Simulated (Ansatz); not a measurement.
Isolated molecules relaxed with PBE0-D4/def2-TZVP in Ansatz; ΔE leaves out vibrations. CCSD(T)/CBS is the MP2 limit (def2-TZVPP, def2-QZVPP) plus CCSD(T) − MP2 in def2-TZVPP, frozen cores. This one scheme is used for every species. DFT in def2-TZVPP. B3LYP here is the variant with VWN-RPA as its local correlation; programs differ in this. One conformer a species, not always the lowest.

Consider the substitution at a C–C bond: `FCC[SiH2]Cl` + H–F → `FCF` + `C[SiH2]Cl`.

`FCC[SiH2]Cl`:

Z-matrix (Å, degrees):
```
C
C 1 1.510
F 1 1.386 2 109.9
H 1 1.094 2 111.3 3 119.1
H 1 1.094 2 111.7 3 -119.0
Si 2 1.873 1 114.7 3 -56.3
H 2 1.096 1 110.2 3 65.9
H 2 1.095 1 108.9 3 -177.3
Cl 6 2.062 2 108.7 1 -55.8
H 6 1.483 2 109.6 1 -173.2
H 6 1.479 2 113.0 1 63.8
```

H–F:

Cartesian coordinates in Å:
```
F -0.233 -0.325 0.227
H 0.233 0.325 -0.227
```

`FCF`:

```xyz
5

F     1.242    0.048    0.414
C    -0.034   -0.063   -0.018
F    -0.583    1.171   -0.065
H    -0.029   -0.484   -1.027
H    -0.596   -0.671    0.696
```

`C[SiH2]Cl`:

Cartesian coordinates in Å:
```
C 0.151 0.802 -0.596
Si -0.064 -0.601 0.602
Cl -1.025 -2.168 -0.332
H 0.659 1.638 -0.106
H -0.817 1.152 -0.959
H 0.750 0.490 -1.454
H -0.897 -0.203 1.763
H 1.243 -1.111 1.083
```

| level | ΔE (kJ/mol) | difference from CCSD(T)/CBS |
| --- | --- | --- |
| PBE-D4 | 7.3 | -11.8 |
| r2SCAN-D4 | 3.0 | -16.1 |
| PBE0-D4 | 9.7 | -9.4 |
| ωB97X-V | 5.4 | -13.7 |
| B2PLYP | 3.8 | -15.3 |
| PBE | 1.3 | -17.8 |
| B3LYP | -3.8 | -22.9 |
| HF/def2-TZVPP | -10.7 | -29.8 |
| MP2/def2-TZVPP | 19.5 | 0.4 |
| CCSD/def2-TZVPP | 11.2 | -7.9 |
| CCSD(T)/def2-TZVPP | 13.1 | -6.0 |
| HF/def2-QZVPP | -10.6 | -29.7 |
| MP2/def2-QZVPP | 23.0 | 3.9 |
| SCS-MP2/def2-QZVPP | 16.0 | -3.1 |
| MP2/CBS(def2) | 25.5 | 6.4 |
| CCSD/CBS(def2) | 17.2 | -1.9 |
| CCSD(T)/CBS | 19.1 | 0 |

Largest T1 diagnostic among the species: 0.011.

The D4 term adds +9.5 kJ/mol with B3LYP and +5.3 kJ/mol with PBE0; it sums over pairs of atoms, weighted by their polarisabilities, and B3LYP, whose exchange is more repulsive, gets the larger term. From PBE to PBE0 (25 % exact exchange), in def2-TZVPP and without D4, ΔE moves by +3.0 kJ/mol. In def2-TZVPP, CCSD(T) changes the Hartree–Fock value by +23.8 kJ/mol (the triples alone add +1.9 kJ/mol) and MP2 by +30.2 kJ/mol.
